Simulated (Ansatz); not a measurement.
Reactions of CH₈ClNSi₂, SMILES `N[SiH]([SiH3])CCl`.

Isolated molecules relaxed with PBE0-D4/def2-TZVP in Ansatz; ΔE leaves out vibrations. CCSD(T)/CBS is the MP2 limit (def2-TZVPP, def2-QZVPP) plus CCSD(T) − MP2 in def2-TZVPP, frozen cores. This one scheme is used for every species. def2 core potentials past Kr. For Sb, Se, Te outer-core shells are correlated without core-valence functions, which leaves a few kJ/mol of doubt a bond. Scalar relativity is left out up to krypton. One conformer a species, not always the lowest.

Q: Order these by ΔE at CCSD(T)/CBS, lowest first. (Estimate.)
A. `N[SiH]([SiH3])CCl` + CH₃OH → `CO[SiH](N)[SiH3]` + `CCl`
B. `N[SiH]([SiH3])CCl` + `[AlH2][SiH2]S` → `[SiH3][SiH2]CCl` + `[NH2][AlH][SiH2]S`
C. `N[SiH]([SiH3])CCl` + `CC[SiH2][SbH2]` → `CC[SiH](N)[SiH3]` + `ClC[SiH2][SbH2]`
D. `N[SiH]([SiH3])CCl` + `CCCCl` → `CCC(Cl)CCl` + `N[SiH2][SiH3]`
E. `N[SiH]([SiH3])CCl` + `[SiH3][TeH]` → `[SiH3][Te]CCl` + `N[SiH2][SiH3]`
F. `N[SiH]([SiH3])CCl` + H₂ → `N[SiH2][SiH3]` + `CCl`
G. `N[SiH]([SiH3])CCl` + `[AlH2][SeH]` → `[AlH2][Se][SiH3]` + `N[SiH2]CCl`

A: A (-25.9 kcal/mol), G (-16.7 kcal/mol), B (-13.4 kcal/mol), F (-4.6 kcal/mol), C (+1.2 kcal/mol), D (+5.3 kcal/mol), E (+10.5 kcal/mol).

Largest T1 diagnostic: 0.013, for `[NH2][AlH][SiH2]S`.
